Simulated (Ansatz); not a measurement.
GaH₇NPSi (`[SiH3]P[NH][GaH2]`), relaxed with RKS PBE0-D4/def2-TZVP in Ansatz 0.2.0 from a GFN2-xTB geometry. The force threshold is 0.005 eV/Å; the program also tests the step.

Total charge 0; spin multiplicity 1.

Start:

```xyz
11

Si    0.213   -0.116   -1.809
P    -0.524   -1.508   -0.213
N     0.252   -0.767    1.138
Ga    0.027    0.946    1.740
H    -0.094    1.302   -1.530
H     1.675   -0.249   -1.871
H    -0.406   -0.528   -3.068
H    -1.764   -0.843   -0.107
H     0.745   -1.453    1.699
H    -1.038    1.853    1.075
H     0.913    1.362    2.944
```

| step | energy (eV) | largest force (eV/Å) | largest move (Å) |
| --- | --- | --- | --- |
| 1 | -71134.3018 | 0.476 | 0.000 |
| 2 | -71134.3393 | 0.927 | 0.153 |
| 3 | -71134.3777 | 0.386 | 0.053 |
| 4 | -71134.3823 | 0.166 | 0.018 |
| 5 | -71134.3857 | 0.146 | 0.068 |
| 6 | -71134.3895 | 0.088 | 0.084 |
| 7 | -71134.3908 | 0.055 | 0.038 |
| 8 | -71134.3922 | 0.059 | 0.055 |
| 9 | -71134.3926 | 0.052 | 0.035 |
| 10 | -71134.3927 | 0.034 | 0.031 |
| 11 (rejected) | -71134.3837 | 0.277 | 0.033 |
| 12 | -71134.3930 | 0.013 | 0.017 |
| 13 | -71134.3930 | 0.005 | 0.005 |
| 14 | -71134.3931 | 0.002 | 0.002 |

End:

```xyz
11

Si    0.240   -0.177   -1.884
P    -0.470   -1.474   -0.174
N     0.263   -0.673    1.157
Ga   -0.050    0.989    1.877
H     0.172    1.269   -1.526
H     1.660   -0.514   -2.169
H    -0.574   -0.426   -3.106
H    -1.769   -0.894   -0.144
H     0.890   -1.288    1.654
H    -1.126    1.851    1.153
H     0.764    1.339    3.162
```

Hardware: 4 threads of an Arm Neoverse V1 on a shared host. Wall time 60 s, peak host memory 0.62 GiB.
